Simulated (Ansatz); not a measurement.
`CS[SiH2]CF` → `CSCF` + `[SiH2]` at 600 K and 1 bar (silylene formation by 1,1-elimination).

Computed with Ansatz on PBE0-D4/def2-TZVP structures; ΔE is electronic, products minus reactants. CCSD(T)/CBS adds triple-zeta CCSD(T) − MP2 to the extrapolated MP2 energy (def2 sets, frozen cores). This one scheme is used for every species. One conformer a species, not always the lowest.

| species | CCSD(T)/CBS energy (Eh) | H − E (kJ/mol) | S (J/(mol·K)) |
| --- | --- | --- | --- |
| `CS[SiH2]CF` | -866.97507 | 294.7 | 471.0 |
| `CSCF` | -576.66859 | 228.4 | 378.6 |
| `[SiH2]` | -290.19011 | 52.1 | 233.9 |

H − E and S are ideal-gas, rigid-rotor, harmonic terms from PBE0-D4/def2-TZVP, for one conformer and one mirror image of each species. 1 Eh = 2625.50 kJ/mol, R = 8.31446 J/(mol·K).

Q: By hand: ΔE, ΔH, ΔS and ΔG.

A: ΔE = (-576.66859) + (-290.19011) − (-866.97507) = 0.11637 Eh = 305.5 kJ/mol. Δ(H − E) = 228.4 + 52.1 − 294.7 = -14.2, so ΔH = 291.3 kJ/mol. ΔS = 378.6 + 233.9 − 471.0 = 141.5 J/(mol·K). ΔG = 291.3 − 600 × (141.5)/1000 = 206.4 kJ/mol.

Q: By hand: the equilibrium constant, and the temperature at which ΔG would vanish if ΔH and ΔS stayed fixed.

A: log₁₀ K = −ΔG/(RT ln 10) = -18.0. ΔG = 0 at ΔH/ΔS = 2059 K.

The number of gas molecules changes by +1, which sets the sign of ΔS. A doubt of 5 kJ/mol in ΔE shifts log₁₀ K by 0.4 here. Other conformers and mirror images would add mixing entropy, several J/(mol·K) or more a flexible species. These are equilibria of isolated gas molecules and say nothing of rates. Largest T1 diagnostic: 0.014 (customary marks: 0.02 for closed shells, 0.045 for open ones).
